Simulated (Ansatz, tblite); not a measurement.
Forces on Si6W⁺ at its PBE-D4/def2-SVP geometry. Total charge 1; doublet.

In the def2 sets W takes a core potential; there is no spin–orbit coupling. The xTB rows come from tblite. Another isomer (doublet) lies 1.65 eV lower at PBE0-D4/def2-TZVP; other spin states weren't run for this one.

GFN1-xTB (tblite), largest force 3.70 eV/Å:

```xyz
7
positions Å, forces eV/Å
W    -0.637    0.466   -0.945   -0.080   -0.396   -3.683
Si    1.820    0.216   -1.390    0.745    0.469   -0.846
Si    3.127   -1.287   -0.172    0.395   -0.214    0.019
Si   -1.275   -0.884    1.185   -0.677    0.080    0.669
Si   -2.920    0.407    0.004   -0.541   -0.026    0.419
Si   -1.030    1.932    0.832   -0.712    1.341    2.016
Si    0.916   -0.849    0.486    0.871   -1.254    1.405
```

GFN2-xTB (tblite), largest force 2.98 eV/Å:

```
W 0.510 0.158 -2.769
Si 0.200 0.579 -1.300
Si 0.096 0.217 -0.195
Si -0.552 -1.124 0.732
Si -0.644 -0.473 -0.118
Si -0.030 2.602 1.438
Si 0.420 -1.960 2.211
```

PBE-D4/def2-TZVP (Ansatz), largest force 0.22 eV/Å:

```
W 0.092 -0.031 0.182
Si -0.115 -0.097 0.141
Si -0.115 0.079 -0.030
Si 0.004 0.111 -0.107
Si 0.184 0.019 0.037
Si -0.030 -0.193 -0.100
Si -0.018 0.113 -0.124
```
